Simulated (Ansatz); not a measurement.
F3GeHO, SMILES `[OH][Ge]([F])([F])[F]`, relaxed with RKS PBE0-D4/def2-TZVP in Ansatz 0.2.0 from a PBE-D4/def2-SVP geometry. The force threshold is 0.005 eV/Å; the program also tests the step.

Charge 0, multiplicity 1.

Start:

```xyz
6

O    -0.912   -0.541    0.960
Ge    0.086    0.086   -0.342
F    -0.755   -0.165   -1.824
F     0.415    1.778   -0.180
F     1.625   -0.700   -0.437
H    -0.459   -0.457    1.823
```

```json
{"step": "1", "energy (eV)": "-66723.7437", "largest force (eV/Å)": "0.917", "largest move (Å)": "0.000"}
{"step": "2", "energy (eV)": "-66723.7896", "largest force (eV/Å)": "0.415", "largest move (Å)": "0.018"}
{"step": "3", "energy (eV)": "-66723.8000", "largest force (eV/Å)": "0.070", "largest move (Å)": "0.012"}
{"step": "4", "energy (eV)": "-66723.8006", "largest force (eV/Å)": "0.035", "largest move (Å)": "0.011"}
{"step": "5 (rejected)", "energy (eV)": "-66723.8005", "largest force (eV/Å)": "0.040", "largest move (Å)": "0.012"}
{"step": "6", "energy (eV)": "-66723.8007", "largest force (eV/Å)": "0.008", "largest move (Å)": "0.006"}
{"step": "7", "energy (eV)": "-66723.8007", "largest force (eV/Å)": "0.001", "largest move (Å)": "0.005"}
{"step": "8", "energy (eV)": "-66723.8007", "largest force (eV/Å)": "0.005", "largest move (Å)": "0.007"}
```

End:

```xyz
6

O    -0.883   -0.535    0.946
Ge    0.090    0.084   -0.341
F    -0.744   -0.163   -1.795
F     0.412    1.749   -0.179
F     1.605   -0.686   -0.447
H    -0.479   -0.450    1.815
```

It took 19 s on 4 threads of an Arm Neoverse V1 on a shared host, with 0.43 GiB of host memory at the peak.
